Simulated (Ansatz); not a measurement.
Isolated molecules relaxed with PBE0-D4/def2-TZVP in Ansatz; ΔE leaves out vibrations. CCSD(T)/CBS adds triple-zeta CCSD(T) − MP2 to the extrapolated MP2 energy (def2 sets, frozen cores). This one scheme is used for every species. Functionals use def2-TZVPP. Each species was taken in one conformer, which may not be the lowest.

Consider the silylene formation by 1,1-elimination: `N[Si@H](F)N[Si@@H](N)Cl` → `N[SiH](N)F` + `N[Si]Cl`.

```csv
level,ΔE (kcal/mol)
PBE0-D4,48.3
PBE0,45.3
```

Q: What does CCSD(T)/CBS give? (Best estimate.)

A: The calculation gave: +48.1 kcal/mol. The listed levels differ from it by 0.2, -2.8 kcal/mol.

Largest T1 diagnostic among the species: 0.013.

The D4 term adds +5.3 kcal/mol with B3LYP and +3.1 kcal/mol with PBE0; it sums over pairs of atoms, weighted by their polarisabilities, and B3LYP, whose exchange is more repulsive, gets the larger term. From PBE to PBE0 (25 % exact exchange), in def2-TZVPP and without D4, ΔE moves by +5.1 kcal/mol.

B3LYP here is the variant with VWN-RPA as its local correlation; programs differ in this.
